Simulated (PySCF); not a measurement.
Q: Give a PBE0-D3(BJ)/def2-SVP geometry of `C[C@@H]1CCC[C@@H]1OC(F)(F)F`.

A: 
Z-matrix in Å and degrees, rows numbered from 1:
```
C 
C   1  1.5161
C   2  1.5323  1  115.79
C   3  1.5397  2  105.20  1  -162.69
C   4  1.5453  3  105.75  2    17.62
C   5  1.5235  4  105.41  3     8.27
O   6  1.4427  2  107.20  1    51.73
C   7  1.3279  6  117.33  2  -144.74
F   8  1.3210  7  108.68  6  -179.25
F   8  1.3416  7  112.76  6   -59.25
F   8  1.3415  7  112.52  6    60.87
H   1  1.1000  2  110.61  3    58.37
H   1  1.1003  2  110.88  3   -61.50
H   1  1.1010  2  111.50  3   178.35
H   2  1.1057  1  109.24  3   122.63
H   3  1.1000  2  112.36  1    73.70
H   3  1.1018  2  108.55  1   -44.61
H   4  1.1003  3  111.27  2  -102.40
H   4  1.0993  3  111.30  2   139.08
H   5  1.1009  4  111.08  3  -108.92
H   5  1.0981  4  113.93  3   130.21
H   6  1.1004  2  112.86  1   -67.84
```

The 6 C–C bonds span 1.516 Å (C1–C2, drawn single) to 1.545 Å (C4–C5, drawn single), a spread of 0.029 Å. Of the pairs four or more bonds apart, F11···H22 is among the closest relative to their van der Waals radii: 2.41 Å, 90 % of the sum of Bondi's values. The 5-membered ring C2–C3–C4–C5–C6 has internal angles of 102.1° to 105.7°; it is puckered, 0.18 Å rms from its mean plane, widest ring torsion 42°. The C–O distances run from 1.328 Å (O7–C8, drawn single) to 1.443 Å (C6–O7, drawn single), a spread of 0.115 Å.

The calculation used PBE0-D3(BJ)/def2-SVP geometry optimisation, gas phase (PySCF).

Point group: C1 (no symmetry element, even within 0.4 Å). Not checked by PBE0-D3(BJ)/def2-SVP frequencies. The numbers are those of one conformer (C5–C6–O7–C8 103°, C1–C2–C3–C4 -163°, C2–C3–C4–C5 18°, C3–C4–C5–C6 8°, C4–C5–C6–O7 83°).
